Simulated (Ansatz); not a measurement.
Start from `C=C(N)[SiH3]` and change one atom or group to get `C=C([SiH3])[SeH]`.

Ansatz, PBE0-D4/def2-TZVP geometries, multiplicity 1. Each molecule was computed in one conformer, which needn't be the lowest.

Scalar relativity is left out up to krypton.

```json
{"property": "HOMO–LUMO gap (PBE0/def2-TZVPP) / eV", "`C=C(N)[SiH3]`": "6.44"}
{"property": "LUMO energy (ωB97M-V/def2-TZVPP) / eV", "`C=C(N)[SiH3]`": "2.06"}
{"property": "size of the dipole moment (PBE/def2-TZVPP) / D", "`C=C(N)[SiH3]`": "1.56"}
{"property": "LUMO energy (PBE0/def2-TZVPP) / eV", "`C=C(N)[SiH3]`": "0.19"}
{"property": "size of the dipole moment (ωB97M-V/def2-TZVPP) / D", "`C=C(N)[SiH3]`": "1.44"}
{"property": "HOMO energy (PBE/def2-TZVPP) / eV", "`C=C(N)[SiH3]`": "-5.12"}
```

Q: What does the change do to each property? (Estimate.)

A: Computed: 
```tsv
property	`C=C([SiH3])[SeH]`	shift
HOMO–LUMO gap (PBE0/def2-TZVPP) / eV	5.89	-0.55
LUMO energy (ωB97M-V/def2-TZVPP) / eV	1.39	-0.67
size of the dipole moment (PBE/def2-TZVPP) / D	0.47	-1.09
LUMO energy (PBE0/def2-TZVPP) / eV	-0.67	-0.86
size of the dipole moment (ωB97M-V/def2-TZVPP) / D	0.63	-0.81
HOMO energy (PBE/def2-TZVPP) / eV	-5.52	-0.40
```

With PBE0 the HOMO falls by 0.31 eV and the LUMO falls by 0.86 eV, so the gap narrows by about 0.55 eV. PBE moves the HOMO by -0.40 eV and ωB97M-V by -0.21 eV. Dipoles are sizes alone; their direction can turn.

Spin–orbit coupling is left out; it splits and shifts lone-pair levels of the heavy atoms by tenths of an eV.
